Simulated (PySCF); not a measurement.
Job for PySCF: R-HF/STO-3G on Be2, 2S+1 = 1, a spin state set in the input, which need not be the lowest, a point of a bond scan (R = 2.592 Å).

```python
from pyscf import gto, scf, dft, mp
from pyscf.data.elements import chemcore

mol = gto.M(
    atom='''
    Be    0.00000000    0.00000000    0.00000000
    Be    0.00000000    0.00000000    2.59241000
    ''',
    basis='sto-3g',
    charge=0, spin=0, verbose=3, max_memory=1800)
mf = scf.RHF(mol)
mf.conv_tol = 1e-8
mf.max_cycle = 100
mf.kernel()
if not mf.converged:
    mf = mf.newton().run(mf.mo_coeff, mf.mo_occ)
```

Output:

```
converged SCF energy = -28.7011607356561
```

The run converged.

Cost: very roughly 0.17 core-seconds.
